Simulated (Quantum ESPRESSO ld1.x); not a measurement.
The numbers below are computed, except where a source is named.
Species: Lu18+. Configuration: [Kr] 4d10 4f7 (the NIST ground configuration). Code: ld1.x of Quantum ESPRESSO 7.5. Model: non-relativistic Kohn-Sham, LDA (Slater exchange, Perdew-Zunger correlation), spin-polarised, spherical densities, point nucleus; open shells are filled with parallel spins first; relativity is left out, which matters for an element this heavy.

Normalised radial functions P(r) = r R(r), r in bohr:

| r | 5p down | 5f up |
|---|---|---|
| 0.001395 | 0.0019 | 0.0000 |
| 0.001846 | 0.0033 | 0.0000 |
| 0.002423 | 0.0055 | 0.0000 |
| 0.003181 | 0.0093 | 0.0000 |
| 0.004175 | 0.0155 | 0.0000 |
| 0.00548 | 0.0254 | 0.0000 |
| 0.007251 | 0.0417 | 0.0000 |
| 0.009517 | 0.0662 | 0.0000 |
| 0.01249 | 0.1023 | 0.0001 |
| 0.0164 | 0.1525 | 0.0003 |
| 0.02152 | 0.2163 | 0.0007 |
| 0.02848 | 0.2884 | 0.0020 |
| 0.03738 | 0.3440 | 0.0051 |
| 0.04906 | 0.3485 | 0.0127 |
| 0.0644 | 0.2557 | 0.0297 |
| 0.08453 | 0.0383 | 0.0654 |
| 0.1118 | -0.2694 | 0.1358 |
| 0.1468 | -0.4897 | 0.2507 |
| 0.1927 | -0.4147 | 0.4111 |
| 0.2529 | 0.0328 | 0.5803 |
| 0.332 | 0.5800 | 0.6688 |
| 0.4358 | 0.6998 | 0.5561 |
| 0.5766 | 0.0939 | 0.1548 |
| 0.7568 | -0.7958 | -0.4348 |
| 0.9933 | -1.2194 | -0.9419 |
| 1.304 | -0.9035 | -1.0219 |
| 1.711 | -0.3554 | -0.6550 |
| 2.264 | -0.0638 | -0.2243 |
| 2.972 | -0.0048 | -0.0377 |
| 3.901 | -0.0001 | -0.0025 |

5p down (empty): eigenvalue -357.34 eV, 3 radial nodes at r = 0.0877, 0.249, 0.594 bohr, <r> = 1.02 bohr, 90 % of the charge inside 1.43 bohr. 5f up (empty): eigenvalue -241.40 eV, 1 radial node at r = 0.623 bohr, <r> = 1.21 bohr, 90 % of the charge inside 1.75 bohr.
